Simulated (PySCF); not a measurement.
Input file for PySCF: R-HF/STO-3G on C2H6O (SMILES COC).

```python
from pyscf import gto, scf, dft, mp
from pyscf.data.elements import chemcore

mol = gto.M(
    atom='''
    C    -0.19620570   -1.21288763    3.47893996
    O     0.75295559   -0.23132471    3.12501355
    C     0.50805538    1.00727162    3.75393453
    H    -1.21044792   -0.91038043    3.18885088
    H    -0.18418664   -1.40812431    4.55936586
    H     0.06659434   -2.12633557    2.94790333
    H    -0.47477765    1.40868051    3.47599188
    H     1.28019947    1.69932853    3.42181574
    H     0.55270828    0.91524882    4.84714893
    ''',
    basis='sto-3g',
    charge=0, spin=0, verbose=3, max_memory=1800)
mf = scf.RHF(mol)
mf.conv_tol = 1e-8
mf.max_cycle = 100
mf.kernel()
if not mf.converged:
    mf = mf.newton().run(mf.mo_coeff, mf.mo_occ)
```

The log:

```
converged SCF energy = -152.13240003845
```

Self-consistency was reached.

Cost: very roughly 0.14 core-seconds.
